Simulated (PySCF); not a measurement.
Q: Give a PBE0-D3(BJ)/def2-SVP geometry of `NC(=O)[SiH2]C=O`.

A: 
```xyz
11
C2H5NO2Si angstrom
N      1.554    0.474   -0.833
C      1.253   -0.098    0.352
O      2.064   -0.424    1.199
Si    -0.615   -0.384    0.720
C     -1.674    0.017   -0.854
O     -1.183    0.536   -1.833
H      2.527    0.649   -1.061
H      0.814    0.694   -1.497
H     -0.858   -1.798    1.125
H     -1.067    0.534    1.806
H     -2.772   -0.227   -0.867
```

Orientation and origin are arbitrary. Atoms count from 1 in this order. H8 on N1 lies 2.03 Å from O6, 5 bonds away (angle at H 144°; Bondi radii sum to 2.72 Å). Si4 (SiH2 silicon) is tetrahedral (angles from 107.4° to 110.6°). N1 (nitrogen bound to a carbonyl carbon) is planar (angles 120.8°, 120.2° and 119.0°, sum 360.0°, 0.01 Å off the plane of its three neighbours). Of the pairs four or more bonds apart, those above aside, C5···H8 is among the closest relative to their van der Waals radii: 2.66 Å, 92 % of the sum of Bondi's values.

Bonds between heavy atoms (Å): N1–C2 1.350, C2=O3 1.217, C2–Si4 1.926, Si4–C5 1.939, C5=O6 1.212.

The calculation used PBE0-D3(BJ)/def2-SVP geometry optimisation, gas phase in PySCF 2.14.0.

Point group: near Cs, missed by 0.28 Å at most; the miss may be what the optimiser left on a soft mode. No PBE0-D3(BJ)/def2-SVP frequencies stand behind this structure, so it isn't proved a minimum. The numbers are those of one conformer (H–N1–C2–O3 1° and 178°, N1–C2–Si4–C5 8°, C2–Si4–C5–O6 -9°).
